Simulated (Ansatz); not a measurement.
Born–Oppenheimer molecular dynamics of Cl₂F₂Zr (5 atoms, charge 0, multiplicity 1). It starts from a relaxed structure.

Method: RKS B3LYP/def2-SVP (Ansatz).

```
ensemble        : NVT, Langevin thermostat
time step       : 1 fs
steps asked     : 120
set temperature : 1000 K
friction        : 0.01 /fs
seed            : 563348
```

Frames 1 fs apart, positions in Å, forces in eV/Å.

Velocities at 30 fs (Å/ps):

```
Zr -4.32 3.60 0.13
Cl -8.57 4.54 -1.71
Cl -1.63 -8.35 0.20
F 7.46 1.36 13.28
F 1.16 4.90 -3.99
```

```xyz
5
Properties=species:S:1:pos:R:3:forces:R:3 time_fs=30 energy_less_start_eV=0.192 T=1132
Zr -0.012 0.033 0.037 0.79 -1.06 -0.09
Cl -0.192 0.171 2.387 0.11 -0.32 -0.08
Cl 2.195 -0.225 -0.831 -0.35 0.31 0.33
F -0.799 1.680 -0.352 -0.33 0.63 -0.58
F -0.788 -1.474 -0.854 -0.22 0.45 0.41
5
Properties=species:S:1:pos:R:3:forces:R:3 time_fs=31 energy_less_start_eV=0.213 T=1030
Zr -0.017 0.037 0.037 1.00 -1.30 -0.02
Cl -0.200 0.175 2.386 0.10 -0.33 -0.05
Cl 2.194 -0.233 -0.831 -0.38 0.32 0.34
F -0.791 1.681 -0.339 -0.46 0.90 -0.66
F -0.787 -1.469 -0.857 -0.26 0.41 0.39
5
Properties=species:S:1:pos:R:3:forces:R:3 time_fs=32 energy_less_start_eV=0.236 T=1032
Zr -0.020 0.040 0.037 1.17 -1.50 0.04
Cl -0.209 0.180 2.384 0.11 -0.34 -0.03
Cl 2.192 -0.241 -0.832 -0.41 0.34 0.36
F -0.785 1.684 -0.326 -0.56 1.13 -0.73
F -0.785 -1.464 -0.861 -0.30 0.38 0.36
5
Properties=species:S:1:pos:R:3:forces:R:3 time_fs=33 energy_less_start_eV=0.259 T=984
Zr -0.024 0.042 0.037 1.34 -1.64 0.08
Cl -0.218 0.185 2.382 0.11 -0.35 0.00
Cl 2.191 -0.249 -0.833 -0.44 0.35 0.38
F -0.778 1.687 -0.315 -0.65 1.31 -0.78
F -0.784 -1.460 -0.864 -0.35 0.33 0.33
5
Properties=species:S:1:pos:R:3:forces:R:3 time_fs=34 energy_less_start_eV=0.281 T=867
Zr -0.028 0.044 0.037 1.49 -1.76 0.12
Cl -0.226 0.191 2.381 0.10 -0.36 0.03
Cl 2.189 -0.257 -0.834 -0.47 0.37 0.39
F -0.772 1.691 -0.304 -0.72 1.48 -0.84
F -0.783 -1.456 -0.866 -0.40 0.28 0.29
5
Properties=species:S:1:pos:R:3:forces:R:3 time_fs=35 energy_less_start_eV=0.304 T=932
Zr -0.032 0.047 0.038 1.61 -1.89 0.15
Cl -0.235 0.196 2.379 0.11 -0.37 0.07
Cl 2.187 -0.264 -0.835 -0.49 0.38 0.40
F -0.766 1.694 -0.293 -0.79 1.64 -0.88
F -0.783 -1.452 -0.867 -0.44 0.24 0.26
5
Properties=species:S:1:pos:R:3:forces:R:3 time_fs=36 energy_less_start_eV=0.325 T=907
Zr -0.035 0.049 0.039 1.71 -2.01 0.13
Cl -0.244 0.202 2.377 0.11 -0.39 0.12
Cl 2.184 -0.270 -0.836 -0.51 0.39 0.42
F -0.759 1.699 -0.281 -0.84 1.77 -0.92
F -0.785 -1.448 -0.869 -0.47 0.23 0.25
5
Properties=species:S:1:pos:R:3:forces:R:3 time_fs=37 energy_less_start_eV=0.344 T=940
Zr -0.038 0.051 0.041 1.79 -2.08 0.10
Cl -0.254 0.207 2.376 0.11 -0.40 0.16
Cl 2.182 -0.275 -0.838 -0.54 0.40 0.44
F -0.753 1.704 -0.270 -0.87 1.86 -0.95
F -0.787 -1.444 -0.871 -0.49 0.22 0.25
5
Properties=species:S:1:pos:R:3:forces:R:3 time_fs=38 energy_less_start_eV=0.359 T=1025
Zr -0.041 0.052 0.043 1.83 -2.09 0.06
Cl -0.263 0.212 2.374 0.10 -0.41 0.22
Cl 2.179 -0.281 -0.840 -0.55 0.41 0.45
F -0.747 1.711 -0.259 -0.87 1.88 -0.96
F -0.790 -1.439 -0.874 -0.51 0.21 0.24
5
Properties=species:S:1:pos:R:3:forces:R:3 time_fs=39 energy_less_start_eV=0.370 T=939
Zr -0.044 0.053 0.045 1.83 -2.02 0.01
Cl -0.272 0.217 2.373 0.11 -0.42 0.25
Cl 2.175 -0.288 -0.841 -0.56 0.41 0.47
F -0.741 1.719 -0.248 -0.84 1.84 -0.96
F -0.794 -1.434 -0.877 -0.53 0.19 0.23
5
Properties=species:S:1:pos:R:3:forces:R:3 time_fs=40 energy_less_start_eV=0.378 T=955
Zr -0.048 0.054 0.046 1.82 -1.91 -0.02
Cl -0.281 0.221 2.373 0.11 -0.44 0.28
Cl 2.172 -0.294 -0.843 -0.58 0.42 0.48
F -0.735 1.728 -0.237 -0.80 1.76 -0.96
F -0.798 -1.429 -0.880 -0.55 0.17 0.22
5
Properties=species:S:1:pos:R:3:forces:R:3 time_fs=41 energy_less_start_eV=0.384 T=1057
Zr -0.051 0.054 0.048 1.81 -1.76 -0.06
Cl -0.290 0.224 2.372 0.11 -0.45 0.31
Cl 2.169 -0.300 -0.844 -0.60 0.42 0.50
F -0.729 1.737 -0.227 -0.75 1.66 -0.95
F -0.802 -1.422 -0.883 -0.57 0.14 0.20
```

Of the whole run (120 fs, mean temperature of the second half 1144 K): The mean temperature of the second half is 14 % above the set value. A run of 0.12 ps of so small a system gives no equilibrium averages.

Time of the run: 13 min on 1 thread of Intel(R) Xeon(R) Platinum 8259CL CPU @ 2.50GHz (Skylake/Cascade Lake), with other jobs on the host, peak memory 0.23 GiB.
